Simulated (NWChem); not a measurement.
Molecule: C2H3FN2Si; SMILES N1=C[Si@@H](F)N=C1

```xyz
9

F      0.0869     2.0120    -0.5606
Si     0.0010     0.7445     0.4272
C      1.2888    -0.6195     0.0640
N      0.6603    -1.7003    -0.2426
C     -0.7940    -1.4621    -0.2295
N     -1.3343    -0.3400     0.0440
H     -0.0491     1.2413     1.8204
H      2.3776    -0.6474     0.1043
H     -1.3755    -2.3526    -0.4762
```
Atoms are numbered in this order, from 1.

Results from NWChem. Coordinates come from a B3LYP/6-31G* (spherical d) optimisation. Hybrids' shares of exact exchange are those that their runs print; pure functionals count as 0. The functionals differ in more than this share.

```csv
row,share of exact exchange,highest occupied level (eV)
PBE/def2-TZVP,0.00,-6.31
BLYP/def2-TZVP,0.00,-6.21
TPSSh/def2-TZVP,0.10,-6.96
B3LYP/def2-TZVP,0.20,withheld
Hartree-Fock/def2-TZVP,1.00,-11.38
```

Task: Fit a straight line of the last column on the one before it, predict the withheld value, and compare with the run.

Result: 
1. Means of the 4 shown rows: x = 0.275, y = -7.715. Slope Σ(x − x̄)(y − ȳ)/Σ(x − x̄)² = -3.590/0.7075 = -5.073; intercept -6.320.
2. The shown rows scatter about the line by 0.087 (root mean square); the largest residual is -0.13, at TPSSh/def2-TZVP.
3. At x = 0.20 (B3LYP/def2-TZVP; inside the shown range) the line gives -7.33.
4. The run gives -7.55, -0.22 from the line, 2.5 times the scatter.
